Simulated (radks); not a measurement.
Valence configurations of Tb III (all share [Xe]). Method: scalar-relativistic Kohn-Sham, LDA (Slater exchange, Perdew-Wang correlation), spin-polarised, spherical densities, finite nucleus; open shells are filled with parallel spins first (spin-orbit coupling, left out, can overturn this in heavy ions); Fermi nuclear charge, rms radius 5.06 fm; computed with a radial shooting solver on a logarithmic mesh with Libxc functionals. Energies are relative to 4f9; eigenvalues in eV for spin up.

| valence | E (eV) | moment (Bohr magnetons) | e(4f) | e(5d) | e(6p) | e(6s) |
|---|---|---|---|---|---|---|
| 4f9 | 0.000 | 5 | -18.475 | - | - | - |
| 4f8 6p1 | 7.833 | 7 | -28.749 | - | -12.984 | - |
| 4f8 5d1 | 2.640 | 7 | -24.873 | -15.940 | - | - |
| 4f7 6s1 6p1 | 17.775 | 9 | -39.158 | - | -14.450 | -19.870 |
| 4f7 5d1 6p1 | 15.562 | 9 | -36.209 | -20.557 | -13.542 | - |
| 4f7 6p2 | 23.215 | 9 | -40.319 | - | -14.971 | - |
| 4f8.5 5d0.5 | 0.900 | 6 | -21.550 | -14.999 | - | - |
| 4f8 6s1 | 3.017 | 7 | -27.529 | - | - | -17.158 |
| 4f8.5 6p0.5 | 3.106 | 6 | -23.433 | - | -11.812 | - |
| 4f6.5 6s1 6p1.5 | 31.418 | 9 | -45.178 | - | -15.379 | -21.116 |

NIST lists [Xe] 4f9 as the ground configuration; this level of theory agrees among the configurations tried. The energies are those of spherical high-spin densities, not of single terms.
